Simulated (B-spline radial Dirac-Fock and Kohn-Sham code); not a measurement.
## Cross section and asymmetry of the 3s subshell of Cr⁵⁺

System: the Cr⁵⁺ ion, configuration [Ar] 3d1. The computed 3s threshold is 172.8 eV; without correlation, outer thresholds are uncertain by 1 to 2 eV. With an open shell the threshold is an average over the terms of the final ion.

These are calculated numbers from a radial B-spline solver; the model is the independent-particle Dirac-Slater model, thresholds from Dirac-Fock. Interchannel coupling and autoionising resonances are not included, so magnitudes near threshold are approximate.

| kinetic energy (eV) | σ (Mb) | β |
| --- | --- | --- |
| 1.5 | 0.335 | 2.00 |
| 1.9 | 0.334 | 2.00 |
| 2.3 | 0.333 | 2.00 |
| 2.9 | 0.332 | 2.00 |
| 3.7 | 0.331 | 2.00 |
| 4.6 | 0.329 | 2.00 |
| 5.7 | 0.327 | 2.00 |
| 7.2 | 0.325 | 2.00 |
| 9.0 | 0.321 | 2.00 |
| 11.2 | 0.317 | 2.00 |
| 14.0 | 0.313 | 2.00 |
| 17.5 | 0.306 | 2.00 |
| 21.9 | 0.299 | 2.00 |
| 27.4 | 0.290 | 2.00 |
| 34.2 | 0.278 | 2.00 |
| 42.8 | 0.265 | 2.00 |
| 53.5 | 0.249 | 2.00 |
| 66.9 | 0.231 | 2.00 |
| 83.7 | 0.209 | 2.00 |
| 104.7 | 0.187 | 2.00 |
| 130.9 | 0.163 | 2.00 |
| 163.6 | 0.137 | 2.00 |
| 204.6 | 0.113 | 2.00 |
| 255.8 | 0.0914 | 2.00 |
| 319.9 | 0.0721 | 2.00 |
| 400.0 | 0.0555 | 2.00 |

The cross section shows no minimum in this range. It is largest at the lowest energy, 0.335 Mb. β stays at 2.00.
